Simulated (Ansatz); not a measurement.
Al5H, relaxed as a singlet with RKS PBE0-D4/def2-SVP in Ansatz, starting from the GFN1-xTB geometry. Force threshold 0.02 eV/Å.

The restricted singlet is unstable towards broken spin symmetry at other levels; at PBE0-D4/def2-SVP this wasn't settled. The structure comes from a short search, and lower isomers may exist.

Start:

```xyz
6

Al    1.417   -1.974   -0.353
Al   -0.785   -1.988    0.584
Al   -2.001    0.434   -0.045
Al    0.184    1.696    0.358
Al    2.212    0.242    0.860
H    -1.026    1.589   -1.404
```

Task: Estimate the energy that the relaxation releases and the steps that it takes.

Result: 1.33 eV, in 32 steps; 64 s on 2 threads of Intel Xeon Platinum 8375C on a shared host. The force fell under the threshold at step 17, but the optimiser went on and released 0.209 eV more. No frequencies were taken in this run, so the end may be a saddle point.

Task: Does the start keep its bonding and symmetry?

Result: Bonds formed: Al1–Al3 (atoms count from 1).

Task: Predict the relaxed structure.

Result: 
```xyz
6

Al    0.845   -1.764   -0.459
Al   -1.096   -1.974    1.212
Al   -1.240   -0.063   -0.425
Al   -0.240    1.923    0.824
Al    1.728    0.662   -0.196
H     0.004    1.215   -0.955
```
Bond lengths (bridged metal pairs left out): 6 × Al–Al 2.52 to 2.69 Å.
